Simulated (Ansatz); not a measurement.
n-GeGeSiH8 (SiGe₂H₈), 11 atoms. Hardware: 2 threads of Arm Neoverse V1 on a shared host.

Correlated methods freeze 23 core orbitals; core or outer-core shells of Ge are correlated, in sets that lack core-valence functions.

Question: How many basis functions does each of these Ansatz runs have, and roughly what does it cost? PBE0-D4/def2-SVP, charge 0 singlet, energy with a search over starts; r2SCANh-D4/def2-TZVP, charge 0 singlet, energy, from earlier orbitals; PBE-D4/def2-TZVP, charge 0 singlet, energy and forces, from earlier orbitals; CCSD(T)/def2-SVP, charge 0 singlet, energy, from earlier orbitals; PBE-D4/def2-SVP, charge 0 singlet, energy, from earlier orbitals; B97M-V/def2-TZVP, charge 0 singlet, energy, from earlier orbitals; PBE0-D4/def2-SVP, charge 0 singlet, relaxation, 12 steps; revPBE-D4/def2-TZVP, charge 0 singlet, energy, from earlier orbitals; PBE0-D4/def2-SVP, charge 0 singlet, energy, from earlier orbitals; PBE0-D4/def2-TZVP, charge 0 singlet, energy, from earlier orbitals; r2SCAN-D4/def2-TZVP, charge 0 singlet, energy, from earlier orbitals; MP2/def2-TZVP, charge 0 singlet, energy, from earlier orbitals.

Answer: Other jobs shared the machine, so times can vary by a factor of up to 3. A dash marks memory too small to be measured apart from the calling script's.

```csv
run,functions,fitting or Cholesky vectors,wall time,peak host memory (GiB)
"PBE-D4/def2-SVP, charge 0 singlet, energy, from earlier orbitals",122,1362,2.1 s,–
"PBE0-D4/def2-SVP, charge 0 singlet, energy, from earlier orbitals",122,1208,3.5 s,–
"revPBE-D4/def2-TZVP, charge 0 singlet, energy, from earlier orbitals",181,1320,3.7 s,–
"PBE0-D4/def2-SVP, charge 0 singlet, energy with a search over starts",122,1208,3.8 s,–
"PBE-D4/def2-TZVP, charge 0 singlet, energy and forces, from earlier orbitals",181,1320,4.4 s,–
"MP2/def2-TZVP, charge 0 singlet, energy, from earlier orbitals",181,1265,4.5 s,–
"PBE0-D4/def2-TZVP, charge 0 singlet, energy, from earlier orbitals",181,1422,5.5 s,0.55
"r2SCAN-D4/def2-TZVP, charge 0 singlet, energy, from earlier orbitals",181,1320,7 s,–
"r2SCANh-D4/def2-TZVP, charge 0 singlet, energy, from earlier orbitals",181,1358,9.5 s,0.56
"B97M-V/def2-TZVP, charge 0 singlet, energy, from earlier orbitals",181,1320,18 s,–
"CCSD(T)/def2-SVP, charge 0 singlet, energy, from earlier orbitals",122,1208,21 s,0.61
"PBE0-D4/def2-SVP, charge 0 singlet, relaxation, 12 steps",122,1290,38 s,–
```
